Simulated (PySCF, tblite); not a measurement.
Isomers of C4H8NOP, one GFN2-xTB conformer each. Single-point energies are computed at PBE0/pcSseg-1 (PySCF, gas phase, no added dispersion term), electronic only.

```
         SMILES  GFN2-xTB relative energy (kJ/mol)
CC[P@H](=O)CC#N                                0.9
C[P@H](=O)CCC#N                                0.0
```

Conformers: `[CH3:1][CH2:2][P@H:3](=[O:4])[CH2:5][C:6]#[N:7]` with C1–C2–P3–O4 -60°, C2–P3–C5–C6 -54°; `[CH3:1][P@H:2](=[O:3])[CH2:4][CH2:5][C:6]#[N:7]` with C1–P2–C4–C5 179°, P2–C4–C5–C6 65°.

Q: What does PBE0/pcSseg-1 give for the same structures?

A: 
| SMILES | PBE0/pcSseg-1 E (Eh) | PBE0/pcSseg-1 (kJ/mol) | GFN2-xTB (kJ/mol) | point group |
| --- | --- | --- | --- | --- |
| C[P@H](=O)CCC#N | -628.05987 | 0.0 | 0.0 | C1 |
| CC[P@H](=O)CC#N | -628.05907 | 2.1 | 0.9 | C1 |

Both levels put the same isomer lowest. Neighbours under 10 kJ/mol apart (C[P@H](=O)CCC#N and CC[P@H](=O)CC#N) can change places with a better method, another conformer or zero-point energy.

Q: Which frontier levels, dipoles and rotational constants go with these structures?

A: 
```
         SMILES  HOMO (eV, PBE0/pcSseg-1)  LUMO (eV)  dipole (D)     A, B, C (MHz)
C[P@H](=O)CCC#N                     -8.04       0.42        5.10  4062, 1292, 1267
CC[P@H](=O)CC#N                     -8.24       0.22        0.99  3360, 1493, 1103
```

Q: What happens when harmonic zero-point energies from GFN2-xTB frequencies are added?

A: 
```
         SMILES  ZPE (kJ/mol)  electronic (kJ/mol)  with ZPE (kJ/mol)
C[P@H](=O)CCC#N         297.7                  0.0                0.0
CC[P@H](=O)CC#N         298.0                  2.1                2.4
```

The zero-point energies span 0.3 kJ/mol. The order is unchanged.

Q: As an exercise, what shares would exp(−E/RT) give at 500 K from these electronic energies alone (no entropy, no degeneracies)?

A: RT = 4.157 kJ/mol: C[P@H](=O)CCC#N 62.4 %, CC[P@H](=O)CC#N 37.6 %.
